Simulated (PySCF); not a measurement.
PySCF input for Si(SH)2 (H₂S₂Si), SMILES S[Si]S (connectivity only; charge and spin as stated), neutral, multiplicity 1, B3LYP/pcSseg-2. Geometry: PBE0-D3(BJ)/def2-TZVP. One conformer was computed; it need not be the lowest.

```python
import numpy as np
from pyscf import gto, scf, dft
from pyscf.prop.nmr import rks as nmr

mol = gto.M(
    atom='''
    Si    0.99923621   -0.01073791    0.00000000
    S    -0.33449592    1.66957228   -0.00000000
    H    -1.53127170    1.05301158    0.00000001
    S    -0.47078251   -1.56556415   -0.00000000
    H     0.42641974   -2.56681088   -0.00000000
    ''',
    basis='pcSseg-2',
    charge=0,
    spin=0,
    max_memory=1600,
    verbose=3,
)
mf = dft.RKS(mol, xc='b3lyp')
mf.grids.level = 3
mf.conv_tol = 1e-10
mf.max_cycle = 100
mf.kernel()
n = nmr.NMR(mf)
n.verbose = 2
n.max_cycle_cphf = 60
sigma = n.kernel()
print('atom   isotropic/ppm   span/ppm')
for i, s in enumerate(sigma):
    w = np.linalg.eigvalsh((s + s.T) / 2)
    print(f'{mol.atom_symbol(i):2s}{i + 1:3d} {w.mean():14.3f} {w[2] - w[0]:11.3f}')
```

Log of the run:

```
converged SCF energy = -1087.22373156681
atom   isotropic/ppm   span/ppm
Si  1        -47.254     884.425
S   2        351.706     733.982
H   3         26.500       9.411
S   4        319.063     753.933
H   5         27.252      10.171
```

The run converged.

Cost: very roughly 70 core-seconds.
